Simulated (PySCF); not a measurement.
Sn(OH)₂ (singlet). Level of theory: BP86 in PySCF with Sn def2-TZVP with ECP28, O def2-TZVP, H def2-TZVP; scalar-relativistic core potentials, no spin–orbit coupling; density-fitted integrals.

Harmonic bands of its minimum:

```csv
ω (cm⁻¹),IR (km/mol)
183,19.2
291,0.0
375,241
542,126
556,72.4
605,87.2
731,2.8
3693,41.5
3694,6.9
```

Q: The central atom is Sn. Infer the point group and assign the bands.

A: C2v. The modes span 4a1 + a2 + b1 + 3b2: 183 a1, 291 a2, 375 b1, 542 b2, 556 a1, 605 b2, 731 a1, 3693 a1, 3694 b2. The computed geometry has O–H 0.974 Å (×2), Sn–O 2.014 Å (×2); H–O–Sn 116.7° (×2), O–Sn–O 101.0°.

This need not be the most stable arrangement of these atoms.
